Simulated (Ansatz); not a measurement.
Two isomers of B2H6OSi: A = `BOB[SiH3]`, B = `BO[SiH2]B`.

Computed with Ansatz on PBE0-D4/def2-TZVP structures; ΔE is electronic, products minus reactants. CCSD(T)/CBS adds triple-zeta CCSD(T) − MP2 to the extrapolated MP2 energy (def2 sets, frozen cores). Functionals use def2-TZVPP. B3LYP here is the variant with VWN-RPA as its local correlation; programs differ in this. Each species was taken in one conformer, which may not be the lowest.

(1) Which is lower in electronic energy at CCSD(T)/CBS, and by how much? (Best estimate.)

(2) Give E(B) − E(A) in kcal/mol with HF/def2-TZVPP, r2SCAN-D4, B3LYP, CCSD(T)/def2-TZVPP, B2PLYP, CCSD/def2-TZVPP, PBE-D4. (Estimate.)

(3) Does the order hold for the free energy at 298.15 K (harmonic terms from PBE0-D4)? (Best estimate.)

Largest T1 diagnostic: 0.013.

## Answers

(1) The calculation gave: A, by 6.7 kcal/mol.

(2) Ansatz gave: HF/def2-TZVPP 5.4, r2SCAN-D4 7.1, B3LYP 7.4, CCSD(T)/def2-TZVPP 7.2, B2PLYP 7.1, CCSD/def2-TZVPP 6.7, PBE-D4 8.7. None reverses the order clearly.

(3) Computed: Yes: G(B) − G(A) = +7.0 kcal/mol, for one conformer each. Modes under 60 cm⁻¹, often nearly free rotors, make the harmonic entropy too high.

Leaving LDA and LC-ωPBE aside and taking each functional with its dispersion term where it has one, the values, not all of them listed here, spread over 2.4 kcal/mol, from BHLYP-D4 to PBE-D4. LDA lies +1.4 kcal/mol from PBE without D4. At CCSD(T), def2-SVP lies +6.1 kcal/mol from the extrapolated value and def2-TZVPP +0.5 kcal/mol.
